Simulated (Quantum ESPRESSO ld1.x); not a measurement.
Valence configurations of Ta+ (all share [Xe]). Method: non-relativistic Kohn-Sham, LDA (Slater exchange, Perdew-Wang correlation), spin-polarised, spherical densities, point nucleus; open shells are filled with parallel spins first; relativity is left out, which matters for an element this heavy; computed with ld1.x of Quantum ESPRESSO 7.5. Energies are relative to 4f14 5d3 6s1; eigenvalues in eV for spin up.

| valence | E (eV) | moment (Bohr magnetons) | e(4f) | e(5d) | e(6p) | e(6s) |
|---|---|---|---|---|---|---|
| 4f14 5d3 6s1 | 0.000 | 4 | -39.492 | -12.384 | - | -11.158 |
| 4f13 5d4 6s1 | 30.336 | 6 | -49.232 | -13.909 | - | -11.501 |
| 4f13 5d3 6s1 6p1 | 37.896 | 6 | -53.906 | -17.184 | -8.678 | -13.293 |
| 4f14 5d3 6p1 | 4.092 | 4 | -40.611 | -13.315 | -7.680 | - |
| 4f14 5d2 6s1 6p1 | 6.115 | 4 | -43.945 | -15.432 | -8.459 | -12.885 |
| 4f14 5d4 | -0.786 | 4 | -36.424 | -10.378 | - | - |
| 4f13 5d3 6s2 | 34.858 | 4 | -52.926 | -16.183 | - | -12.339 |
| 4f14 5d2.5 6s1.5 | 1.485 | 3 | -41.193 | -13.391 | - | -11.555 |
| 4f13.5 5d3.5 6s1 | 14.277 | 5 | -44.302 | -13.153 | - | -11.339 |
| 4f13 5d2.5 6s1.5 6p1 | 40.990 | 5 | -55.865 | -18.368 | -8.959 | -13.720 |

NIST lists [Xe] 4f14 5d3 6s1 as the ground configuration; this level of theory puts 4f14 5d4 lower, by 0.786 eV. The energies are those of spherical high-spin densities, not of single terms. Relativity is left out, which favours d and f over s occupation in heavy atoms.
